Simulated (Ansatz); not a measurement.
Molecular dynamics of H3CCl

input.yaml

```yaml
accuracy: low
crystal:
  lattice:
    - [9.853875, 0.0, 0.0]
    - [0.0, 9.853875, 0.0]
    - [0.0, 0.0, 9.853875]
  atoms:
    - { symbol: C, position: [-0.03755931, 0.22313499, 0.21196501] }
    - { symbol: Cl, position: [0.03990051, 0.22172347, 0.37374792] }
    - { symbol: H, position: [-0.01025366, 0.32139948, 0.15738836] }
    - { symbol: H, position: [-0.02285859, 0.12306197, 0.16809883] }
    - { symbol: H, position: [-0.14805658, 0.22380931, 0.2323259] }
    - { symbol: C, position: [0.2085852, 0.67080731, 0.1819134] }
    - { symbol: Cl, position: [0.16133322, 0.71816684, 0.34884602] }
    - { symbol: H, position: [0.14346888, 0.57713732, 0.15967495] }
    - { symbol: H, position: [0.16979461, 0.75435688, 0.11394998] }
    - { symbol: H, position: [0.31815827, 0.65990678, 0.1923706] }
    - { symbol: C, position: [0.39784119, 0.20428446, 0.19980943] }
    - { symbol: Cl, position: [0.44986649, 0.36326179, 0.27933257] }
    - { symbol: H, position: [0.48927645, 0.18013267, 0.1354294] }
    - { symbol: H, position: [0.3837576, 0.12220227, 0.27898924] }
    - { symbol: H, position: [0.30774687, 0.22780863, 0.15228188] }
    - { symbol: C, position: [1.00328605, 0.51802968, 0.84563697] }
    - { symbol: Cl, position: [0.87674072, 0.5413054, 0.97142996] }
    - { symbol: H, position: [1.03431653, 0.41718968, 0.87277121] }
    - { symbol: H, position: [0.94590233, 0.53584732, 0.749994] }
    - { symbol: H, position: [1.07915181, 0.59641151, 0.83043764] }
    - { symbol: C, position: [0.35234742, 0.49716994, 0.59922626] }
    - { symbol: Cl, position: [0.50361138, 0.58489727, 0.50552908] }
    - { symbol: H, position: [0.365037, 0.51812458, 0.70540372] }
    - { symbol: H, position: [0.26195645, 0.56257153, 0.55562257] }
    - { symbol: H, position: [0.34834251, 0.39865747, 0.55378403] }
    - { symbol: C, position: [0.85842395, 0.95074841, 0.30640214] }
    - { symbol: Cl, position: [0.88627057, 0.9394322, 0.47913064] }
    - { symbol: H, position: [0.78132941, 1.01539577, 0.27872282] }
    - { symbol: H, position: [0.95497791, 0.96195703, 0.25796931] }
    - { symbol: H, position: [0.8017681, 0.86422387, 0.26102275] }
    - { symbol: C, position: [0.83080673, 1.04109441, 0.8224603] }
    - { symbol: Cl, position: [0.8454871, 0.86327005, 0.82485197] }
    - { symbol: H, position: [0.71329524, 1.06575006, 0.81956752] }
    - { symbol: H, position: [0.86698497, 1.08211125, 0.9203633] }
    - { symbol: H, position: [0.8807903, 1.06031584, 0.73318198] }
    - { symbol: C, position: [0.81563642, 0.53508963, 0.3373127] }
    - { symbol: Cl, position: [0.89811277, 0.58250493, 0.5078006] }
    - { symbol: H, position: [0.7162919, 0.53705459, 0.36691591] }
    - { symbol: H, position: [0.8180772, 0.61835946, 0.26572507] }
    - { symbol: H, position: [0.87137217, 0.4382306, 0.30294666] }
basis:
  ecutwfc: 420.0
kpoints:
  mp_grid: { grid: [1, 1, 1] }
hamiltonian:
  xc: pbe
  dispersion: d3bj
scf:
  occupations: { method: fermi_dirac, width: 0.05 }
  lower_state_search: "off"
md:
  timestep: 0.75
  n_steps: 250
  ensemble: nve
  temperature: 1000.0
  initial_velocities: maxwell_boltzmann
  seed: 877701
```

Launched with:

```bash
$ ansatz run input.yaml --threads 1 --pin off --max-ram 3072MiB --backend cpu --events-out ev --progress --plain --runs-dir out
```

It goes on from the last frame of an earlier run, with new velocities.

Output, in part (step lines):

```
md step     0: t =     0.00 fs  T =  1000.0 K  F+E_penalty+E_count = -11032.54577133 eV  E_kin = 5.041140 eV  conserved = -11027.50463137 eV  (8 SCF iters)
[... lines left out ...]
```

The steps, from the saved trajectory:

| time (fs) | T (K) | potential energy less start (eV) | conserved less start (meV/atom) |
| --- | --- | --- | --- |
| 0.0 | 1000 | 0.000 | 0.00 |
| 6.0 | 736 | 1.340 | 0.28 |
| 12.0 | 892 | 0.551 | 0.20 |
| 18.0 | 991 | 0.056 | 0.25 |
| 24.0 | 769 | 1.185 | 0.57 |
| 30.0 | 789 | 1.085 | 0.49 |
| 36.0 | 884 | 0.606 | 0.59 |
| 42.0 | 833 | 0.856 | 0.39 |
| 48.0 | 945 | 0.279 | 0.06 |
| 54.0 | 917 | 0.426 | 0.21 |
| 60.0 | 815 | 0.925 | -0.18 |
| 66.0 | 1133 | -0.673 | -0.12 |
| 72.0 | 973 | 0.129 | -0.24 |
| 78.0 | 944 | 0.272 | -0.23 |
| 84.0 | 973 | 0.136 | -0.02 |
| 90.0 | 1073 | -0.381 | -0.28 |
| 96.0 | 836 | 0.837 | 0.31 |
| 102.0 | 1004 | -0.015 | 0.09 |
| 108.0 | 748 | 1.291 | 0.54 |
| 114.0 | 924 | 0.396 | 0.29 |
| 120.0 | 900 | 0.523 | 0.49 |
| 126.0 | 799 | 1.021 | 0.18 |
| 132.0 | 800 | 1.024 | 0.41 |
| 138.0 | 1001 | -0.001 | 0.16 |
| 144.0 | 872 | 0.655 | 0.21 |
| 150.0 | 848 | 0.779 | 0.27 |
| 156.0 | 973 | 0.141 | 0.07 |
| 162.0 | 893 | 0.549 | 0.23 |
| 168.0 | 986 | 0.080 | 0.20 |
| 174.0 | 935 | 0.341 | 0.28 |
| 180.0 | 891 | 0.562 | 0.34 |
| 186.0 | 955 | 0.237 | 0.26 |

The run went to its last step. The conserved energy stayed within 0.95 meV per atom of its start (net change 0.4 meV per atom), so there is no drift, though single steps change it by up to 27 meV in the whole system, a sign of fast motions only just resolved. A run of 0.19 ps of so small a system gives no equilibrium averages. Limits of this set-up: coarse k mesh, low accuracy level.

Mean squared displacements from the first frame to the last, about the centre of mass: C 1.19 Å², Cl 1.24 Å², H 3.42 Å².

Last frame:

```xyz
40
Lattice="9.8539 0.0000 0.0000 0.0000 9.8539 0.0000 0.0000 0.0000 9.8539" Properties=species:S:1:pos:R:3
C 1.087 2.522 2.575
Cl 1.256 3.224 4.171
H 0.480 3.267 2.082
H 2.099 2.342 2.204
H 0.667 1.541 2.553
C 2.384 6.429 1.911
Cl 1.480 7.369 3.079
H 3.463 6.451 2.022
H 2.342 5.274 2.006
H 2.261 6.709 0.860
C 4.378 0.683 2.491
Cl 4.706 2.147 1.486
H 4.664 0.853 3.647
H 3.256 0.693 2.796
H 4.833 -0.210 2.182
C 10.631 4.638 8.707
Cl 9.003 5.342 9.361
H 11.482 5.093 9.207
H 10.781 3.600 8.620
H 10.512 4.893 7.627
C 3.420 4.897 5.615
Cl 4.630 6.171 4.989
H 3.602 4.839 6.645
H 2.431 5.031 5.329
H 3.690 3.894 5.139
C 7.231 8.536 2.707
Cl 7.595 9.481 4.269
H 7.112 9.445 1.906
H 7.909 7.629 2.534
H 6.170 8.281 2.652
C 8.025 10.632 7.752
Cl 8.411 8.855 8.129
H 6.960 10.838 7.426
H 7.936 11.340 8.595
H 8.808 10.971 6.973
C 8.217 5.309 4.359
Cl 8.057 5.794 6.080
H 9.083 5.962 3.884
H 8.518 4.160 4.494
H 7.082 5.361 4.129
```

Run time: 22 min on 1 thread of Arm Neoverse V1, with other jobs on the host, peak memory 0.79 GiB.
